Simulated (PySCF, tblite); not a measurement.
A set of runs on `[C]#C/C=C(/C)C=C` [radical]; the geometry of each is named by its level. Settings lines and outputs come from a driver script.

C₇H₇ (doublet state).
Atom-mapped SMILES: `[C:1]#[C:2]/[CH:3]=[C:4](/[CH3:5])[CH:6]=[CH2:7]` (hydrogens: H8 on C3; H9, H10, H11 on C5; H12 on C6; H13, H14 on C7)

Step 1: GFN2-xTB geometry optimisation, gas phase (tblite 0.8.0) (from a force-field or distance-geometry start)
```json
{"job": {"kind": "relax", "xc": "GFN2-xTB", "basis": "xTB"}, "charge": 0, "multiplicity": 2}
```
```
step      E/eV     max force
  0    -496.27302    9.437
  1    -497.88018    4.025
  2    -498.19992    3.180
...
 37    -498.47348    0.019
 38    -498.47351    0.019
 39    -498.47354    0.018
 40    -498.47356    0.013
 41    -498.47358    0.009
```

Energy lowered by 50.7 kcal/mol over 41 steps; largest atomic force 0.009 eV/Å at the end. «max force» is the largest atomic force in eV/Å.

On one thread, Arm Neoverse V1 (aarch64), shared host with 32 logical CPUs at a one-minute load of 17, this took 0.24 s.

Step 2: GFN2-xTB harmonic vibrations, gas phase (tblite 0.8.0) (on the GFN2-xTB geometry)
```json
{"job": {"kind": "ir", "xc": "GFN2-xTB", "basis": "xTB"}, "charge": 0, "multiplicity": 2}
```
```
(table of modes left out)
```

36 modes from 106 to 3138 cm⁻¹ (unscaled, harmonic); zero-point energy 67.6 kcal/mol; all wavenumbers are real at this level.

Hardware: one thread, Arm Neoverse V1 (aarch64), no GPU, shared host. Cost: 0.37 s wall.

Step 3: UKS B3LYP, pcH-1 on C H, non-relativistic, mean-field spin-orbit, GIAO (PySCF 2.14.0) (on the GFN2-xTB geometry)
```json
{"job": {"kind": "epr", "basis": "pcH-1"}, "charge": 0, "multiplicity": 2}
```
```
...
E = -270.77522680 Eh   <S^2> = 0.7879 (exact 0.7500)
g shifts (ppm)      1          2          3
  rmc          -144       -144       -144
  gc             -1          7         32
  oz_so        -154       1222       3172
  total        -300       1085       3061
hyperfine (MHz)  atom isotope    a_iso     a_fc   dipolar eigenvalues
    0   13C     148.62     148.62    -58.82    -36.15     94.97
    1   13C      22.97      22.97    -30.38    -20.13     50.51
    2   13C     -13.54     -13.54     -8.63      1.80      6.83
    3   13C      24.52      24.52    -24.68    -23.83     48.51
    4   13C      -9.91      -9.91     -0.74      0.09      0.65
    5   13C     -19.09     -19.09    -12.36      4.77      7.58
    6   13C      17.01      17.01    -16.50    -16.00     32.50
    7    1H       1.28       1.28     -3.44      0.83      2.61
    8    1H       0.82       0.82     -1.65     -1.50      3.16
    9    1H      37.87      37.87     -1.87     -0.91      2.78
   10    1H      31.47      31.47     -1.97     -0.98      2.95
   11    1H       5.12       5.12     -3.70     -2.13      5.83
   12    1H     -13.33     -13.33     -6.64     -0.91      7.55
   13    1H     -13.90     -13.90     -7.64     -0.70      8.34
```

⟨S²⟩ 0.788; g_iso 2.0036. rmc, gc and oz_so are the mass-correction, gauge-correction and orbital-Zeeman/spin–orbit parts of the g shift along its three principal axes; a_iso is the isotropic hyperfine coupling and a_fc its Fermi-contact part. The log counts atoms from 0, this text from 1.

Time: 53 s wall (with the writing of density and orbital grids); peak memory 0.92 GiB. Hardware: one thread, Arm Neoverse V1 (aarch64), no GPU, shared host with 32 logical CPUs at a one-minute load of 14.

Geometry of the electronic-property runs (GFN2-xTB):
```
atom  x, y, z in Å
C1     1.779   -2.235    2.164
C2     0.939   -1.992    1.313
C3    -0.209   -1.453    0.718
C4    -0.245   -0.268    0.049
C5    -1.493    0.150   -0.661
C6     0.918    0.584    0.005
C7     0.996    1.753   -0.633
H8    -1.104   -2.057    0.804
H9    -2.282   -0.587   -0.537
H10   -1.844    1.105   -0.269
H11   -1.299    0.277   -1.726
H12    1.774    0.216    0.555
H13    0.172    2.169   -1.188
H14    1.899    2.338   -0.617
```

 (This holds for the electronic-property runs.)

One conformer stands for the species.
